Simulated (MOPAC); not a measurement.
MOPAC input (PM7):

```
PM7 1SCF CHARGE=-1 GEO-OK AUX(PRECISION=9) THREADS=1
BClFS

B     0.22645300 1    0.26515500 1    0.04119100 1
Cl   -1.55168800 1   -0.01159800 1   -0.48890100 1
F     0.46900800 1    1.60343900 1   -0.03537400 1
S     1.31408500 1   -0.97247200 1    0.52648300 1
```

Output:

```
 *******************************************************************************
 **                                                                           **
 **                              MOPAC v23.2.5                                **
 **                                                                           **
 *******************************************************************************
 ** MOPAC's Digital Object Identifier: https://doi.org/10.5281/zenodo.6511958 **
 **                                                                           **
 ** Please cite the open-source release paper for use of this MOPAC version:  **
 ** J. E. Moussa and J. J. P. Stewart (2026)                                  **
 ** MOPAC: An open-source semiempirical molecular orbital program             **
 ** J. Open Source Softw., 11(119), 8025, https://doi.org/10.21105/joss.08025 **
 *******************************************************************************

                              PM7 CALCULATION RESULTS

 *******************************************************************************
 *  PM7        - The PM7 Hamiltonian to be used
 *  GEO-OK     - OVERRIDE INTERATOMIC DISTANCE AND OTHER SAFETY CHECKS
 *
 *
 *
 *                 CHARGE ON SYSTEM = -1
 *
 *
 *
 *  1SCF       - DO 1 SCF AND THEN STOP
 *  AUX        - OUTPUT AUXILIARY INFORMATION
 *******************************************************************************
PM7 1SCF CHARGE=-1 GEO-OK AUX(PRECISION=9) THREADS=1
 BClFS

   ATOM   CHEMICAL          X               Y               Z
  NUMBER   SYMBOL      (ANGSTROMS)     (ANGSTROMS)     (ANGSTROMS)

     1       B          0.22645300  *   0.26515500  *   0.04119100  *
     2      Cl         -1.55168800  *  -0.01159800  *  -0.48890100  *
     3       F          0.46900800  *   1.60343900  *  -0.03537400  *
     4       S          1.31408500  *  -0.97247200  *   0.52648300  *

          CARTESIAN COORDINATES

    NO.       ATOM           X           Y           Z

     1         B          0.2265      0.2652      0.0412
     2        Cl         -1.5517     -0.0116     -0.4889
     3         F          0.4690      1.6034     -0.0354
     4         S          1.3141     -0.9725      0.5265

 General Reference for PM7:
 "Optimization of Parameters for Semiempirical Methods VI: More Modifications to the
 NDDO Approximations and Re-optimization of Parameters", J. J. P. Stewart, J. Mol. Mod., 1:32, 19 (2013)
 https://link.springer.com/article/10.1007/s00894-012-1667-x

           Empirical Formula: B Cl F S  =     4 atoms

      MOLECULAR POINT GROUP   :   Cs

      RHF CALCULATION, NO. OF DOUBLY OCCUPIED LEVELS = 12

 -------------------------------------------------------------------------------
 PM7 1SCF CHARGE=-1 GEO-OK AUX(PRECISION=9) THREADS=1
 BClFS

     1SCF WAS SPECIFIED, SO BFGS WAS NOT USED
     SCF FIELD WAS ACHIEVED

                              PM7 CALCULATION
                                                       MOPAC v23.2.5 Linux

          FINAL HEAT OF FORMATION =       -176.98870 KCAL/MOL =    -740.52071 KJ/MOL

          COSMO AREA              =        109.31 SQUARE ANGSTROMS
          COSMO VOLUME            =         94.97 CUBIC ANGSTROMS

          IONIZATION POTENTIAL    =          4.040794 EV
          HOMO LUMO ENERGIES (EV) =         -4.041  3.401
          NO. OF FILLED LEVELS    =         12
          MOLECULAR WEIGHT        =         97.3214         POINT GROUP:  Cs

          MOLECULAR DIMENSIONS (Angstroms)

            Atom       Atom       Distance
            S     4   Cl     2     3.18856
            F     3   Cl     2     2.17370
            B     1    F     3     0.00000

          SCF CALCULATIONS        =          1

   ATOM   CHEMICAL          X               Y               Z
  NUMBER   SYMBOL      (ANGSTROMS)     (ANGSTROMS)     (ANGSTROMS)

     1       B          0.22645300  *   0.26515500  *   0.04119100  *
     2      Cl         -1.55168800  *  -0.01159800  *  -0.48890100  *
     3       F          0.46900800  *   1.60343900  *  -0.03537400  *
     4       S          1.31408500  *  -0.97247200  *   0.52648300  *

                             CARTESIAN COORDINATES

   1    B        0.226453000     0.265155000     0.041191000
   2   Cl       -1.551688000    -0.011598000    -0.488901000
   3    F        0.469008000     1.603439000    -0.035374000
   4    S        1.314085000    -0.972472000     0.526483000

           Empirical Formula: B Cl F S  =     4 atoms

      MOLECULAR POINT GROUP   :   Cs

                  EIGENVALUES
 -35.18291 -20.79611 -20.05250 -11.82335 -11.27242 -10.99159  -8.78123  -6.98392
  -6.97790  -6.08071  -4.43697  -4.04079   3.40144   4.62329   5.04622   5.65132
   5.66337   5.66404   5.82501   6.73218   8.26564  76.73872  76.77554  76.96906
  77.05456  77.09822

              NET ATOMIC CHARGES AND DIPOLE CONTRIBUTIONS

  ATOM NO.   TYPE          CHARGE      No. of ELECS.   s-Pop       p-Pop       d-Pop
    1          B           0.339082        2.6609     0.66963     1.99129
    2         Cl          -0.386236        7.3862     1.98839     5.39474     0.00311
    3          F          -0.325690        7.3257     1.94934     5.37635
    4          S          -0.627155        6.6272     1.93857     4.64447     0.04412
 DIPOLE           X         Y         Z       TOTAL
 POINT-CHG.    -1.520     0.960    -0.590     1.892
 HYBRID        -0.230     0.526    -0.133     0.589
 SUM           -1.750     1.486    -0.723     2.407

          ATOMIC ORBITAL ELECTRON POPULATIONS

     Atom    s        px        py        pz      x^2-y^2     xz        z^2       yz        xy
    1  B   0.66963   0.69424   0.68381   0.61324
    2 Cl   1.98839   1.50633   1.97519   1.91323   0.00070   0.00049   0.00050   0.00015   0.00126
    3  F   1.94934   1.94408   1.50574   1.92653
    4  S   1.93857   1.60671   1.53786   1.49989   0.00190   0.00568   0.00642   0.00881   0.02131

 **********************
 *                    *
 * JOB ENDED NORMALLY *
 *                    *
 **********************

 == MOPAC DONE ==
```

The dipole moment of an ion depends on the origin.

The geometry given is a B3LYP-D3(BJ)/def2-TZVP minimum.
